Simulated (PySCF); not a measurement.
C₄H₅FSi, SMILES C#C/C(F)=C/[SiH3].

Coordinates come from a PBE0-D3(BJ)/def2-SVP optimisation. The structure was generated by enumeration; whether it is a known compound was not checked.

These are PBE/def2-TZVP run with PySCF values and carry that method's errors.

Computed frontier levels, gap, dipole moment and polarisability:
| Quantity | Result |
|---|---|
| highest occupied level | -6.34 eV |
| lowest empty level | -2.44 eV |
| orbital gap | 3.89 eV |
| dipole moment | 0.341 e·Å |
| quadrupole, principal values (traceless, Buckingham form, about the centre of nuclear charge) | -4.91, -4.03, 8.94 D·Å |
| mean static polarisability | 80.9 bohr³ (12.00 Å³) |
| polarisability, principal values | 51.7, 62.0, 129.1 bohr³ |
